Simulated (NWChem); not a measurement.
SiH3F; SMILES F[SiH3]

```xyz
5

Si     0.0000     0.0000    -0.4569
F      0.0000     0.0000     1.1819
H      1.0052     1.0052    -0.9391
H      0.3679    -1.3731    -0.9391
H     -1.3731     0.3679    -0.9391
```
Atoms are numbered in this order, from 1.

Results from NWChem. Pople sets run with spherical d functions. Coordinates come from a PBE-D3(BJ)/def2-SVP optimisation. GIAO values for the isolated, static molecule; σ is the absolute isotropic shielding.

For level Hartree-Fock/def2-TZVP:

| Property | Value |
|---|---|
| σ Si1 (ppm) | 405.8 |
| σ F2 (ppm) | 414.6 |

### Question
Estimate the same quantities for level Hartree-Fock/6-311G**.

### Answer
- σ Si1 (ppm) = 418.7
- σ F2 (ppm) = 437.2
